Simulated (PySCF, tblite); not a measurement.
Isomers of C8H17N. All values are computed: GFN2-xTB (tblite) harmonic vibrations without scaling, gas phase. The method is semi-empirical: single wavenumbers can be off by several per cent or more. One conformer each.

Electronic energies: PBE0/pcSseg-1 single points on the GFN2-xTB geometries (PySCF, gas phase).

```csv
SMILES,"electronic energy, lowest = 0 (kJ/mol)"
C=C[C@@H](C)[C@@H](C)CCN,14.0
CC(C)(C)[C@@H]1CC[C@@H]1N,0.0
CC/C(C)=C(/C)N(C)C,25.8
```

Q: How do GFN2-xTB zero-point energies change the relative energies?

A: 
| SMILES | ZPE (kJ/mol) | of it from modes above 1550 cm⁻¹ | electronic (kJ/mol) | with ZPE, lowest = 0 (kJ/mol) | lowest mode (cm⁻¹) | rings |
| --- | --- | --- | --- | --- | --- | --- |
| CC(C)(C)[C@@H]1CC[C@@H]1N | 624.9 | 320.5 | 0.0 | 0.0 | 53 | 1 |
| C=C[C@@H](C)[C@@H](C)CCN | 618.5 | 330.0 | 14.0 | 7.6 | 49 | 0 |
| CC/C(C)=C(/C)N(C)C | 612.3 | 314.5 | 25.8 | 13.2 | 36 | 0 |

The zero-point energies span 12.6 kJ/mol, from `CC/C(C)=C(/C)N(C)C` to `CC(C)(C)[C@@H]1CC[C@@H]1N`. The order is unchanged.

Q: And how do the electronic energies of GFN2-xTB itself compare?

A: `CC(C)(C)[C@@H]1CC[C@@H]1N` 0.0; `C=C[C@@H](C)[C@@H](C)CCN` 69.8; `CC/C(C)=C(/C)N(C)C` 10.8 kJ/mol, lowest = 0. Against the energies above, taken from the same isomer `CC(C)(C)[C@@H]1CC[C@@H]1N`, the largest difference is 55.8 kJ/mol.

Q: What do entropy and thermal enthalpy add at 298.15 K and 1 bar (rigid rotor, harmonic oscillator, one conformer each)?

A: 
```json
{"SMILES": "CC(C)(C)[C@@H]1CC[C@@H]1N", "point group": "C1", "symmetry number": "1", "S (J/(mol K))": "412.8", "H − H(0) (kJ/mol)": "30.50", "ZPE + H − H(0) − TS (kJ/mol)": "532.3"}
{"SMILES": "C=C[C@@H](C)[C@@H](C)CCN", "point group": "C1", "symmetry number": "1", "S (J/(mol K))": "443.1", "H − H(0) (kJ/mol)": "33.47", "ZPE + H − H(0) − TS (kJ/mol)": "519.9"}
{"SMILES": "CC/C(C)=C(/C)N(C)C", "point group": "C1", "symmetry number": "1", "S (J/(mol K))": "455.9", "H − H(0) (kJ/mol)": "35.46", "ZPE + H − H(0) − TS (kJ/mol)": "511.8"}
```
